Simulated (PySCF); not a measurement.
# Broadened absorption spectrum of [Ag(NH3)3]+

[Ag(NH3)3]+ (charge +1 and singlet state).
SMILES: `[NH3]->[Ag+](<-[NH3])<-[NH3]`

Level of theory: TDDFT CAM-B3LYP/def2-SVPD, vertical, gas phase, core orbitals frozen in the response, def2 core potentials past Kr (PySCF 2.14.0, density-fitted response routines). Geometry: PBE0-D3(BJ)/def2-SVP; no solvent, vibrations or thermal averaging. Spin–orbit coupling is left out.

Computed states:

| state | E (eV) | f |
| --- | --- | --- |
| S1 | 5.69 | 0.037 |
| S2 | 5.71 | 0.038 |
| S3 | 6.45 | 0.0000 |
| S4 | 6.62 | 0.0000 |
| S5 | 6.64 | 0.0000 |
| S6 | 6.66 | 0.0000 |
| S7 | 6.66 | 0.0000 |
| S8 | 7.34 | 0.0013 |
| S9 | 7.44 | 0.060 |
| S10 | 7.44 | 0.060 |

Broadening: Gaussians 0.25 eV wide at half height, area fixed by f = 4.319×10⁻⁹ ∫ε dν̃. The width is an assumption, not a result. The curve ends short of the highest state used, and states not computed would add to its high-energy end.

Question: What does the envelope look like, and where are its maxima?

Answer: 
```json
{"E (eV)": "5.31", "ε (L mol⁻¹ cm⁻¹)": "10"}
{"E (eV)": "5.38", "ε (L mol⁻¹ cm⁻¹)": "88"}
{"E (eV)": "5.45", "ε (L mol⁻¹ cm⁻¹)": "510"}
{"E (eV)": "5.51", "ε (L mol⁻¹ cm⁻¹)": "1634"}
{"E (eV)": "5.58", "ε (L mol⁻¹ cm⁻¹)": "4265"}
{"E (eV)": "5.65", "ε (L mol⁻¹ cm⁻¹)": "7242"}
{"E (eV)": "5.71", "ε (L mol⁻¹ cm⁻¹)": "8101"}
{"E (eV)": "5.78", "ε (L mol⁻¹ cm⁻¹)": "6195"}
{"E (eV)": "5.85", "ε (L mol⁻¹ cm⁻¹)": "3083"}
{"E (eV)": "5.91", "ε (L mol⁻¹ cm⁻¹)": "1204"}
{"E (eV)": "5.98", "ε (L mol⁻¹ cm⁻¹)": "270"}
{"E (eV)": "6.05", "ε (L mol⁻¹ cm⁻¹)": "39"}
{"E (eV)": "6.11", "ε (L mol⁻¹ cm⁻¹)": "5"}
{"E (eV)": "6.18", "ε (L mol⁻¹ cm⁻¹)": "0"}
{"E (eV)": "6.24", "ε (L mol⁻¹ cm⁻¹)": "0"}
{"E (eV)": "6.31", "ε (L mol⁻¹ cm⁻¹)": "0"}
{"E (eV)": "6.38", "ε (L mol⁻¹ cm⁻¹)": "1"}
{"E (eV)": "6.44", "ε (L mol⁻¹ cm⁻¹)": "1"}
{"E (eV)": "6.51", "ε (L mol⁻¹ cm⁻¹)": "2"}
{"E (eV)": "6.58", "ε (L mol⁻¹ cm⁻¹)": "2"}
{"E (eV)": "6.64", "ε (L mol⁻¹ cm⁻¹)": "2"}
{"E (eV)": "6.71", "ε (L mol⁻¹ cm⁻¹)": "2"}
{"E (eV)": "6.78", "ε (L mol⁻¹ cm⁻¹)": "1"}
{"E (eV)": "6.84", "ε (L mol⁻¹ cm⁻¹)": "0"}
```

Maxima: 217 nm (5.70 eV), ε about 8100, made up of S1 (49%) and S2 (51%) (ε in L mol⁻¹ cm⁻¹; maxima over ε = 5, shares over 10%).

Question: On this curve, what absorbance would a 10⁻³ mol/L sample give at 222 nm over a 1 cm path?

Answer: 222 nm is 5.585 eV, where ε is about 4500 L mol⁻¹ cm⁻¹, so A = ε c l ≈ 4.5 (Beer–Lambert, with the gas-phase spectrum and the assumed width).

Question: Coming from long wavelengths, where does ε first pass 100 L mol⁻¹ cm⁻¹?

Answer: At about 230 nm (5.38 eV), 0.30 eV below S1.

Question: What would ε be at 5.70 eV, the highest of these maxima, with half the width (0.125 eV)?

Answer: About 16000 L mol⁻¹ cm⁻¹ against 8130, a factor of about 1.96; a lone state at its own centre would give exactly 2.

The vertical ionisation energy (ΔSCF) is 13.87 eV, 6.43 eV above S10.

Time: 87 s wall. Hardware: one thread, x86-64 server, shared host.
